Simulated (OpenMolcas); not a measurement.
Computed transition rates of Co⁴⁺

```yaml
Program: OpenMolcas 26.06
Method: "MS-CASPT2, IPEA 0.25 Eh, imaginary shift 0.1 Eh (closed shells correlated: 3s 3p)"
Basis: ANO-RCC-VTZP [6s5p3d2f1g]
Scalar_Hamiltonian: DKH2, point nucleus
Active_space: 5 electrons in 5 orbitals (3d)
State_averaging: 2S+1 = 6 even, 1 root; 2S+1 = 4 even, 24 roots; 2S+1 = 2 even, 75 roots
Spin-orbit_coupling: RASSI with atomic mean-field integrals over the reference wave functions, term energies averaged over their components
```

Rates come from the transition moments of the reference wave functions (E1 and E2 in the length form). At fixed line strength A goes as λ^-3 for E1 and M1 and as λ^-5 for E2, so a rate at the computed wavelength can be rescaled to the measured one. Measured vacuum wavelengths follow from level energies in Sugar and Corliss, J. Phys. Chem. Ref. Data 10, 1097 (1981). Branching counts decays inside the model space alone, at computed energies, and the table is only a selection of the E2 and M1 lines, drawn from those between levels with measured partners whose computed energy lies within a factor of 1.5 of the measured one.

```
               Upper          Lower  Type  λ computed (nm)  λ measured (nm)  A computed (s-1)  A rescaled (s-1)  Branching %
          3d5 4P 5/2     3d5 6S 5/2    M1            232.2            245.4          3.78e+00                          100.0
          3d5 4P 3/2     3d5 6S 5/2    M1            231.5            244.6          2.48e+00                          100.0
          3d5 2S 1/2     3d5 4P 3/2    M1            267.3              278          1.82e+00                           79.1
3d5 2D 5/2(1) [71 %]     3d5 4P 5/2    M1            580.4            612.4          1.43e+00                           55.3
         3d5 2H 11/2    3d5 4G 11/2    M1            334.3            356.3          1.37e+00                           50.3
       3d5 2D 3/2(1)     3d5 4P 3/2    M1            559.8            590.6          6.82e-01                           60.3
          3d5 4F 9/2    3d5 4G 11/2    E2            402.5            423.5          4.03e-01          3.13e-01         26.5
          3d5 4F 9/2    3d5 4G 11/2    M1            402.5            423.5          3.88e-01                           25.5
          3d5 2S 1/2     3d5 4P 1/2    M1            268.5              279          3.78e-01                           16.4
          3d5 4F 9/2     3d5 4D 7/2    M1            583.4            620.3          3.73e-01                           24.5
          3d5 4F 7/2     3d5 4D 7/2    M1            579.8            614.8          3.20e-01                           20.5
       3d5 2D 3/2(1)     3d5 4P 5/2    M1            555.5            585.8          1.88e-01                           16.6
       3d5 2D 3/2(1)     3d5 4P 1/2    M1            565.2            595.3          1.75e-01                           15.5
          3d5 4D 1/2     3d5 4P 1/2    M1             2825             2575          1.47e-01                           62.6
3d5 2G 9/2(1) [69 %]     3d5 4F 9/2    M1             1597             1686          1.08e-01                           17.0
          3d5 4D 7/2     3d5 4P 5/2    M1             2712             2528          9.53e-02                           89.8
          3d5 4D 1/2     3d5 4P 3/2    M1             2696             2490          8.73e-02                           37.1
       3d5 2G 7/2(1)  3d5 2F 7/2(1)    M1             1542             1476          8.10e-02                           34.7
       3d5 2G 7/2(1)     3d5 4F 7/2    M1             1810             1903          4.46e-02                           19.1
          3d5 4P 1/2     3d5 4P 3/2    M1            59400            75240          2.18e-04          1.07e-04         99.1
```

Spin-changing lines and M1 lines between different terms are not rescaled, since their strength hangs on the term gaps too.

The largest correction is for 3d5 4P 1/2 → 3d5 4P 3/2 (M1): 2.18e-04 × (59400 / 75240)^3 = 1.07e-04 s-1, a factor of 0.49.

These are rates of the free ion; in crystals, glasses and complexes forced electric-dipole and non-radiative decay shorten such lifetimes by orders of magnitude. No measured rate stands beside these. Rescaling mends the energy factor alone: line strengths can still be far off where a level mixes with configurations outside the active space, and weak or spin-changing lines hang on small mixing coefficients that depend on the term gaps too, so rescaling need not improve them.

CASPT2 breaks the degeneracy within a term, and the mean is taken; among the terms shown or strongly mixed into the levels shown the widest spread is 610 cm-1 (3d5 4F). Blocks of more than 70 roots (2S+1 = 2 even) ran without multistate coupling. Computed and measured levels are paired by configuration, term and J; levels that our copy of the source lacks, or whose pairing is in doubt (as where it misses far off the trend of its configuration), stay unpaired. Only configurations of the active space appear.

A share in square brackets marks a mixed level and gives the weight of the term that names it. A number in round brackets counts repeated terms of one configuration in the order of the reference energies.
